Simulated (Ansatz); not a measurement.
Ansatz (a first-principles code) input:

Ansatz 0.2 input:
```yaml
crystal:
  periodic: [false, false, false]
  atoms:
    - {symbol: Cu, position_ang: [-0.21004369, -0.80891498, -0.00002792]}
    - {symbol: Br, position_ang: [0.34863557, 1.33076123, -0.00367545]}
    - {symbol: O, position_ang: [-0.60910379, -2.53199087, -0.05834682]}
    - {symbol: H, position_ang: [-1.23814762, -2.86218160, 0.59622482]}
basis:
  gaussian:
    orbitals: def2-TZVPD
hamiltonian:
  xc: {name: r2SCAN}
magnetization: {spin_polarized: true, initial_magnetization: 1}
output: {forces: true}
```

Q: What final total energy does it print?

A: -4290.52357 Eh (r2SCAN/def2-TZVPD). The basis has 154 functions.

The spin state was set by rule; other spins were not relaxed.
